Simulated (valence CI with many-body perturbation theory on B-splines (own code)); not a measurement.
The numbers below are computed, except where a source is named.
**Sn¹⁹⁺: input, log and results**

Method: configuration interaction combined with many-body perturbation theory (CI+MBPT): three valence electrons over a frozen Dirac-Fock core [Ar] 3d10, a basis of 6 s, 6 p, 5 d, 3 f, 1 g functions for each j, with the one-electron correlation potential Σ1 (screened to all orders), the two-electron term Σ2, the three-electron term Σ3, Breit, model QED; selected single and double excitations, second order for the rest, scaled by the run's own slope (own B-spline code, finite nucleus).

Command, and the settings that its task file holds:

```sh
python run_cv.py task.json out
```

```
atom Sn  Z=50  mass_number=120  rms_radius_fm=4.6519
core [Ar] 3d10
valence 4s2 4p1
avg = 1
basis = S
breit = 1
cap = 10000
capref = 1200
cscale = 1
de = 0.0
dress = 0
eps = 2e-08
extrap = 1
h = 0.8
hh = 1
l2 = 3
lcore = 6
maxit = 60
n2 = 5
natural = 1
nlev = 21
nno = [3, 3, 3, 2, 1]
nroot = 26
nsp = [3, 3, 2, 1, 0]
pt2 = 1
qed = 1
rpa = 1
s1 = 1
s2 = 1
s3 = 1
screen = 1
tol = 2e-05
whole = 1
```

It took 24 s on 1 thread of Arm Neoverse N1, with other jobs on the host.

Log. The first blocks belong to the next ion, which gives the ionisation energy. Fields: 2J, parity (1 odd), roots, reference size, generating configurations, candidates as configurations/state functions, variational space P, stored matrix elements, Davidson steps; e2 is the range of second-order energies in hartree. The first line gives the box (bohr), its intervals, the orbitals and the steps of their self-consistent field. Window is the range of levels sought, series limit the energy at which the first omitted orbital would enter, core excitation an estimate of the first excitation out of the core, left out the lowest levels not solved, and shifts from estimates the range by which levels moved from their first estimate, all in cm⁻¹.

```
rmax 5.7 intervals 34 orbitals 36 references ['4s2 4p', '4s 4p2', '4s2 4d', '4p3', '4s 4p 4d'] scf 4 t 0.8
2J=0 par=0 roots 2 ref 15 generators 4 cand 92/92 P 107/107 nnz 0 it 0
   second order: generators 13 cand 0/0 e2 -0.00000 -0.00000
reference levels 430, estimated 52, window 1030765 1/cm; series limit 2465573, core excitation 3777975
2J=1 par=1 roots 4 ref 34 generators 11 cand 49/75 P 979/1430 nnz 0 it 3
2J=1 par=1 roots 4 ref 34 generators 15 cand 154/255 P 1133/1685 nnz 0 it 4
   second order: generators 22 cand 698/1066 e2 -0.00000 -0.00000
2J=3 par=1 roots 8 ref 54 generators 17 cand 42/80 P 1137/2290 nnz 0 it 3
2J=3 par=1 roots 8 ref 54 generators 23 cand 169/415 P 1306/2705 nnz 1.2e+06 it 5
   second order: generators 29 cand 1018/2243 e2 -0.00000 -0.00000
2J=1 par=0 roots 4 ref 35 generators 11 cand 142/215 P 898/1317 nnz 0 it 4
2J=1 par=0 roots 4 ref 35 generators 16 cand 189/281 P 1087/1598 nnz 0 it 4
   second order: generators 22 cand 922/1404 e2 -0.00001 -0.00000
2J=3 par=0 roots 5 ref 53 generators 13 cand 89/171 P 1082/2187 nnz 0 it 4
2J=3 par=0 roots 5 ref 53 generators 20 cand 191/393 P 1273/2580 nnz 1e+06 it 4
   second order: generators 29 cand 1060/2359 e2 -0.00001 -0.00000
2J=5 par=0 roots 4 ref 55 generators 14 cand 127/309 P 1069/2281 nnz 0 it 4
2J=5 par=0 roots 4 ref 55 generators 18 cand 192/443 P 1261/2724 nnz 1.1e+06 it 4
   second order: generators 24 cand 986/2623 e2 -0.00001 -0.00000
2J=5 par=1 roots 5 ref 49 generators 11 cand 83/192 P 1221/2729 nnz 1.2e+06 it 3
2J=5 par=1 roots 5 ref 49 generators 19 cand 129/358 P 1350/3087 nnz 1.5e+06 it 4
   second order: generators 29 cand 1069/2709 e2 -0.00000 -0.00000
2J=7 par=1 roots 2 ref 36 generators 4 cand 24/54 P 1036/2298 nnz 0 it 2
2J=7 par=1 roots 2 ref 36 generators 15 cand 136/329 P 1172/2627 nnz 1.1e+06 it 3
   second order: generators 18 cand 723/1953 e2 -0.00000 -0.00000
2J=9 par=1 roots 1 ref 19 generators 2 cand 166/345 P 462/888 nnz 0 it 0
2J=9 par=1 roots 1 ref 19 generators 4 cand 220/517 P 682/1405 nnz 0 it 4
   second order: generators 9 cand 816/1884 e2 -0.00000 -0.00000
left out: unestimated 1493168, estimated 1116810, shifts from estimates -2 to 0
operators 2.1
```

The Davidson iterations converged. The settings are bad on purpose, so the numbers may not be properties of the ion.

No measured levels were compared; by estimate levels hold to about 250 cm⁻¹ or 0.2 % of their energy and the worst to 1 %, as in measured heavy ions of charge 2 to 7; those with d or f electrons hold less well.

```
Valence energy                            : -65.77531 hartree
Ionisation energy                         : 538.54 eV (NIST: 537 ± 4 eV (theoretical))
Reference configurations for the orbitals : 4s2 4p, 4s 4p2, 4s2 4d, 4p3, 4s 4p 4d
Radial orbitals                           : 36
Box radius                                : 5.73 bohr
Largest variational space                 : 3087
Lowest levels                             : (4s^2 4p1/2) J=1/2 0.00, (4s^2 4p3/2) J=3/2 10.97, (4s 4p1/2^2) J=1/2 40.33, (4s 4p1/2 4p3/2) J=3/2 [a] 46.97, (4s 4p1/2 4p3/2) J=5/2 50.38, (4s 4p1/2 4p3/2) J=3/2 [b] 56.75, (4s 4p1/2 4p3/2) J=1/2 60.93, (4s 4p3/2^2) J=5/2 61.58, (4s 4p3/2^2) J=1/2 71.86, (4s 4p3/2^2) J=3/2 72.86, (4s^2 4d3/2) J=3/2 88.36, (4s^2 4d5/2) J=5/2 90.27, (4p1/2^2 4p3/2) J=3/2 100.82, (4p1/2 4p3/2^2) J=3/2 108.47 eV
```

Levels are named by their leading jj configuration (3d3/2^4 stands for four electrons in 3d with j = 3/2), which in mixed levels can hold well under half, so a name can repeat and another be missing. Letters in brackets count levels of one name in rising energy.
